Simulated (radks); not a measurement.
Q: Spherical jellium clusters: N electrons in a uniform positive sphere of charge N and radius rs N^(1/3), rs = 2.4 bohr. Calculated with a radial shooting solver with Libxc functionals: non-relativistic Kohn-Sham, exchange-only LDA, spin-polarised, spherical densities. Levels are named by radial order and angular momentum (1s, 1p, 1d, 2s, ...), and open shells are averaged over m. At N = 10 the configuration is 1s2 1p6 1d(up 2, down 0). The background grows by one charge. Does electron 11 go into 2s up or 1d down or 1d up?

A: Into 1d up. The total energies of the other choices lie higher by 0.359 eV (2s up), 0.679 eV (1d down).
